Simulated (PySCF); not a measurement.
## F4GeH6N2: core ionisation energies

Compound: trans-Ge(NH3)2F4.
Cartesian coordinates in Å at the PBE0-D3(BJ)/def2-SVP level; atoms count from 1:
```
atom  x, y, z in Å
Ge1    0.0013   -0.0025    0.0019
N2     0.0042   -0.0010    2.0332
H3    -0.2951    0.9188    2.3567
H4     0.9611   -0.1784    2.3398
H5    -0.6196   -0.7231    2.3914
N6     0.0008   -0.0078   -2.0299
H7     0.6669    0.6748   -2.3891
H8    -0.9426    0.2226   -2.3424
H9     0.2478   -0.9453   -2.3468
F10    1.7798   -0.0030    0.0096
F11   -1.7766   -0.0014   -0.0077
F12    0.0020    1.7751    0.0080
F13    0.0008   -1.7808   -0.0026
```

Computed, not measured: PySCF, delta-SCF UKS SCAN, pcX-2 on the ionised atom, pcseg-1 elsewhere, spin-free X2C. Vertical ΔSCF values, vacuum level as zero.

Question: What binding energy does each computed site have?

Answer: 
```
        atom(s)                    environment  level  binding energy (eV)  count
          N2/N6  nitrogen bonded to Ge and 3 H   N 1s               407.66      2
F10/F11/F12/F13          fluorine bonded to Ge   F 1s               690.26      4
```

Question: Which effective nuclear charge Zeff reproduces each element's mean 1s value in the hydrogen-like formula E = 13.606 eV × Zeff²?

Answer: N (Z = 7): mean 407.7 eV, Zeff = 5.47, Z − Zeff = 1.53; F (Z = 9): mean 690.3 eV, Zeff = 7.12, Z − Zeff = 1.88. Means run over the listed sites, weighted by atom count.

Question: Which photon energy gives electrons from N 1s of N2 (atom 2)/N6 a kinetic energy of 150 eV, and what is their de Broglie wavelength?

Answer: hν = 407.66 + 150 = 557.66 eV, recoil neglected; λ = 12.264 Å/√(E/eV) = 1.00 Å.

One atom of each set of topologically equivalent atoms was ionised and stands for the set; in this conformer not all members are related by symmetry, and their own values weren't computed. No level of germanium is listed. Isolated species at its PBE0-D3(BJ)/def2-SVP geometry, gas phase.
